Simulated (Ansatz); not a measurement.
`F[SiH]([GaH2])[SeH]` + `[CH3][AlH][SiH3]` → `[CH3][AlH][SiH2][GaH2]` + `F[SiH2][SeH]`  (formal exchange of groups at a Ga–Si bond)

Calculated with Ansatz (gas phase, PBE0-D4/def2-TZVP geometries, no zero-point term in ΔE). CCSD(T)/CBS is the MP2 limit (def2-TZVPP, def2-QZVPP) plus CCSD(T) − MP2 in def2-TZVPP, frozen cores. DFT in def2-TZVPP. B3LYP here is the variant with VWN-RPA as its local correlation; programs differ in this. HSE06 is defined as in plane-wave codes. For Ga, Se outer-core shells are correlated without core-valence functions, which leaves a few kJ/mol of doubt a bond. Scalar relativity is left out up to krypton. One conformer a species, not always the lowest.

```csv
level,ΔE (kJ/mol),difference from CCSD(T)/CBS
LDA (SPW92),-14.5,4.6
PBE-D4,-14.1,5.0
BLYP-D4,-11.6,7.5
r2SCAN-D4,-18.3,0.8
B97M-V,-18.9,0.2
PBE0-D4,-17.0,2.1
B3LYP-D4,-14.2,4.9
r2SCANh-D4,-18.9,0.2
r2SCAN0-D4,-19.7,-0.6
HSE06-D4,-17.0,2.1
BHLYP-D4,-15.8,3.3
CAM-B3LYP-D4,-15.2,3.9
ωB97X-V,-16.2,2.9
ωB97M-V,-17.0,2.1
B2PLYP,-18.0,1.1
PBE-QIDH,-20.3,-1.2
PBE,-15.3,3.8
revPBE,-15.9,3.2
BLYP,-14.2,4.9
PBE0,-17.9,1.2
r2SCANh,-19.0,0.1
r2SCAN0,-19.8,-0.7
HSE06,-17.9,1.2
BHLYP,-18.0,1.1
CAM-B3LYP,-16.2,2.9
LC-ωPBE,-17.5,1.6
RPA@PBE/def2-TZVPP,-18.4,0.7
HF/def2-SVP,-19.5,-0.4
MP2/def2-SVP,-22.2,-3.1
CCSD/def2-SVP,-20.8,-1.7
CCSD(T)/def2-SVP,-20.6,-1.5
HF/def2-TZVPP,-19.4,-0.3
SCS-MP2/def2-TZVPP,-19.9,-0.8
CCSD/def2-TZVPP,-19.6,-0.5
HF/def2-QZVPP,-19.5,-0.4
MP2/def2-QZVPP,-21.0,-1.9
SCS-MP2/def2-QZVPP,-19.6,-0.5
HF/CBS(def2),-19.5,-0.4
MP2/CBS(def2),-20.7,-1.6
CCSD/CBS(def2),-18.9,0.2
CCSD(T)/CBS,-19.1,0
```

Largest T1 diagnostic among the species: 0.013.

From BLYP to BHLYP (50 % exact exchange), in def2-TZVPP and without D4, ΔE moves by −3.8 kJ/mol. Leaving LDA and LC-ωPBE aside and taking each functional with its dispersion term where it has one, the values spread over 8.6 kJ/mol, from PBE-QIDH to BLYP-D4.

CCSD(T)/CBS has its own doubt, a few kJ/mol and more with outer-core shells, so smaller differences from it don't rank the levels.
